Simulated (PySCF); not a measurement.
A GIAO shielding run with PySCF 2.14 (density fitting, non-relativistic, gas phase) on `P[SiH2]C1=COC1`, C₃H₇OPSi:

```
$ OMP_NUM_THREADS=1 python probes_run.py task.json out

{"job": {"kind": "nmr", "xc": "PBE0", "basis": "IGLO-III", "pop": true}, "charge": 0, "multiplicity": 1}
P      2.534440     0.627404    -0.570275
Si     0.979116    -0.855079     0.148724
C     -0.653603    -0.053481    -0.141499
C     -1.105766     1.003728    -0.854154
O     -2.428094     0.954245    -0.547811
C     -2.104909    -0.205873     0.266186
H      2.533342     1.373821     0.647778
H      3.645161    -0.185661    -0.187168
H      1.156442    -2.109867    -0.650067
H      1.127522    -1.225330     1.591851
H     -0.709088     1.773408    -1.523101
H     -2.350678    -0.018311     1.322786
H     -2.636786    -1.095803    -0.104156
```

Hardware: 1 thread of an Arm Neoverse V1, shared host. The job also computes population analyses, field gradients, ring-centre shieldings.

**Question.** How large is the calculation?

**Answer.** 62 electrons, 298 basis functions and 812 auxiliary functions.

**Question.** How long does it take, and how much memory does it need?

**Answer.** 57 s of wall time, with 15 SCF cycles and 5 response iterations; peak memory 1.1 GiB. Times on a shared host scatter by some tens of per cent.

**Question.** And these other runs on the same molecule and hardware: GIAO shielding at B3LYP/pcSseg-1; GIAO shielding at B97-D/pcSseg-1; GIAO shielding at BLYP/pcSseg-1; GIAO shielding at BP86/pcSseg-1; GIAO shielding at HF/pcSseg-1; GIAO shielding at KT2/pcSseg-1?

**Answer.** B3LYP/pcSseg-1: 151 functions, 15 s; B97-D/pcSseg-1: 151 functions, 21 s; BLYP/pcSseg-1: 151 functions, 21 s; BP86/pcSseg-1: 151 functions, 20 s; HF/pcSseg-1: 151 functions, 9.8 s; KT2/pcSseg-1: 151 functions, 21 s.
